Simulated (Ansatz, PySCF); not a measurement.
This PySCF input computes a CCSD(T)/cc-pVDZ energy:

```python
from pyscf import gto, scf, mp, cc as ccmod

mol = gto.M(
    atom='''
    B    -0.73191922    0.19699974    0.22690698
    O     0.45163180   -0.32443455   -0.08782496
    H    -1.05771089    1.34062764    0.05627479
    H     1.10425261    0.26985007   -0.48820997
    ''',
    basis='cc-pvdz',
    charge=0,
    spin=1,
    verbose=4,
)

mf = scf.UHF(mol)
mf.conv_tol = 1e-10
mf.max_cycle = 100
mf.kernel()
mo, _, stable, _ = mf.stability(return_status=True)
if not stable:
    mf.kernel(mf.make_rdm1(mo, mf.mo_occ))
mp2 = mp.MP2(mf, frozen=2).run()
cc = ccmod.CCSD(mf, frozen=2)
cc.max_cycle = 100
cc.kernel()
et = cc.ccsd_t()
print(f'E(CCSD(T)) = {cc.e_tot + et:.9f}')
```

Problem. Write an input for the same energy in Ansatz (a first-principles code) and say what it gives.

Solution. 
Ansatz 0.2 input:
```yaml
crystal:
  periodic: [false, false, false]
  atoms:
    - {symbol: B, position_ang: [-0.73191922, 0.19699974, 0.22690698]}
    - {symbol: O, position_ang: [0.45163180, -0.32443455, -0.08782496]}
    - {symbol: H, position_ang: [-1.05771089, 1.34062764, 0.05627479]}
    - {symbol: H, position_ang: [1.10425261, 0.26985007, -0.48820997]}
basis:
  gaussian:
    orbitals: cc-pVDZ
magnetization: {spin_polarized: true, initial_magnetization: 1}
correlation: {method: ccsd_t, electrons: outside_noble_gas}
```
It gives -100.96941 Eh, and PySCF -100.96941 Eh, a difference of 0.00 mEh.

It need not be the lowest isomer of its formula.
